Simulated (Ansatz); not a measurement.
A nudged elastic band was laid between two geometries of C$_{2}$H$_{6}$BNSi (11 atoms, charge 0, multiplicity 1).

Theory: RKS PBE0-D4/STO-3G in Ansatz 0.2.0.

- movable images: 9
- climbing image: yes
- spring: 5.0 eV/Å²
- optimiser: lbfgs
- start path: through a guess of the saddle point
- force threshold: 0.05 eV/Å
- iteration limit: 60
- end points: relaxed
- largest step: 0.5 Å

First end point:

```xyz
11
Properties=species:S:1:pos:R:3
B 0.121 0.873 1.945
N -0.590 0.037 1.086
C -0.242 -0.279 -0.258
C -0.704 -1.022 -1.268
Si 0.811 -0.152 -1.707
H -0.285 1.039 3.029
H 1.101 1.380 1.555
H -1.467 -0.432 1.405
H -1.540 -1.691 -1.472
H 0.781 1.029 -2.538
H 2.081 -0.838 -1.756
```

Last end point:

```xyz
11
Properties=species:S:1:pos:R:3
B -0.684 0.367 2.057
N 0.234 0.573 1.027
C 0.191 0.004 -0.282
C -0.586 -0.826 -0.984
Si 0.817 -0.246 -1.948
H -0.503 0.913 3.077
H -1.599 -0.336 1.874
H 1.055 1.198 1.175
H -1.499 -1.404 -0.843
H 0.670 0.784 -2.951
H 1.970 -1.083 -2.182
```

(1) What changes between the two ends?

(2) What energy profile does the band end with?

(3) What is the geometry of the highest image?

Results:

(1) No bond is made or broken. The dihedral B1–N2–C3–C4 goes from 179 to 0°.

(2) It converged. The highest image is number 5 of 0 to 10, 0.31 eV above the first end and 0.25 eV above the last; the last end lies 0.06 eV above the first. The order of the stationary point at the top wasn't checked. Limits of this set-up: minimal basis.

```
image  path coordinate (Å)  energy (eV)  dihedral B1–N2–C3–C4 (°)
    0                 0.00         0.00                       179
    1                 0.59         0.03                      -163
    2                 1.18         0.10                      -145
    3                 1.77         0.19                      -128
    4                 2.36         0.27                      -111
    5                 2.95         0.31                       -93
    6                 3.60         0.28                       -75
    7                 4.24         0.21                       -56
    8                 4.89         0.13                       -36
    9                 5.54         0.08                       -18
   10                 6.18         0.06                         0
```

(3) 
```xyz
11
Properties=species:S:1:pos:R:3
B -0.308 1.028 1.877
N -0.177 -0.183 1.218
C -0.052 -0.365 -0.212
C -0.812 -0.599 -1.280
Si 0.932 -0.402 -1.721
H -0.327 1.028 3.046
H -0.387 2.011 1.249
H -0.076 -1.075 1.751
H -1.866 -0.764 -1.518
H 1.401 0.818 -2.335
H 1.737 -1.553 -2.054
```

Time of the run: 13 min on 1 thread of Intel(R) Xeon(R) Platinum 8488C (Sapphire Rapids) (shared host), peak memory 0.2 GiB.
